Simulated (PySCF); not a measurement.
Electron affinity of Zr by level of theory

Zr- [Kr] 4d3 5s2 (4F) → Zr [Kr] 4d2 5s2 (3F), as a difference of total energies. Computed with PySCF 2.14 in def2-TZVPPD with the def2 core potential (28 electrons), with scalar relativity through the core potential. Correlated levels: valence: 4s2 4p6 frozen. The calculations carry no spin-orbit coupling.

```csv
method,electron affinity (eV),difference from reference (eV)
UHF,-0.563,-0.996
MP2 (valence),-0.115,-0.548
SCS-MP2 (valence),-0.394,-0.827
CCSD (valence),0.024,-0.409
CCSD(T) (valence),0.107,-0.326
```

Reference: 0.433 eV (measured; photodetachment measurements, as compiled on the Wikipedia data page of electron affinities).

The reference lies between the lowest fine-structure levels, while these numbers refer to the centres of the terms.

Errors of the correlated levels include the incompleteness of this basis and the frozen core.

A negative affinity means that the anion lies above the atom at that level of theory.

The coupled-cluster amplitudes are large for Zr- (T1 above 0.03 or a double amplitude above 0.15), so a single reference is strained.
